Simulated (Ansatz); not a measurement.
benzene (C₆H₆), singlet, geometry from GFN2-xTB, with bond 11-5 at 2.2 times its length; HF/3-21G (Ansatz, a first-principles code).

Here is a job for Ansatz.
Ansatz 0.2 input:
```yaml
crystal:
  periodic: [false, false, false]
  atoms:
    - {symbol: C, position_ang: [-0.00073149, 1.38454572, 0.01022132]}
    - {symbol: C, position_ang: [1.19871869, 0.69290639, 0.00510756]}
    - {symbol: C, position_ang: [1.19945018, -0.69163933, -0.00511376]}
    - {symbol: C, position_ang: [0.00073149, -1.38454572, -0.01022132]}
    - {symbol: C, position_ang: [-1.19871869, -0.69290639, -0.00510756]}
    - {symbol: C, position_ang: [-1.19945018, 0.69163933, 0.00511376]}
    - {symbol: H, position_ang: [-0.00130232, 2.46498215, 0.01819757]}
    - {symbol: H, position_ang: [2.13414417, 1.23361899, 0.00909327]}
    - {symbol: H, position_ang: [2.13544649, -1.23136316, -0.00910430]}
    - {symbol: H, position_ang: [0.00130232, -2.46498215, -0.01819757]}
    - {symbol: H, position_ang: [-3.25665475, -1.88247411, -0.01387612]}
    - {symbol: H, position_ang: [-2.13544649, 1.23136316, 0.00910430]}
basis:
  gaussian:
    orbitals: 3-21G.json
hamiltonian:
  xc: hf
scf: {lower_state_search: off}
magnetization: {spin_polarized: true}
```
The basis file holds 3-21G in the JSON format of the Basis Set Exchange.

Problem. Write the output that Ansatz gives for this input, abridged.

Solution. 
```
Functional definition: HF
these checks for a lower state are left out or cut short: stability, starts, cluster_reference, orbital_swaps, neighbouring_geometries, increment
900 factors; integrals over basis functions are off by at most 9.4e-4 eV
mean field evaluation 1: about -6233.8412 eV, gradient 1.8e1 eV
mean field evaluation 2: about -6234.3787 eV, gradient 1.8e1 eV
mean field evaluation 4: about -6236.6397 eV, gradient 3.4e0 eV
mean field evaluation 8: about -6236.7204 eV, gradient 1.2e-3 eV
mean field -6236.72043682 eV, -229.1952486521 hartree, gradient 2.4e-6 eV, S^2 0.000000; 0 other end points of the search recorded, 0 dependent functions left out
reference -6236.72043682 eV, -229.1952486521 hartree; 21, 21 occupied and 45, 45 virtual orbitals, 900 factors
Total energy: -6236.72043682 eV, -229.1952486521 hartree
Checks for a lower state left out: stability, starts, cluster_reference, orbital_swaps, neighbouring_geometries, increment
```
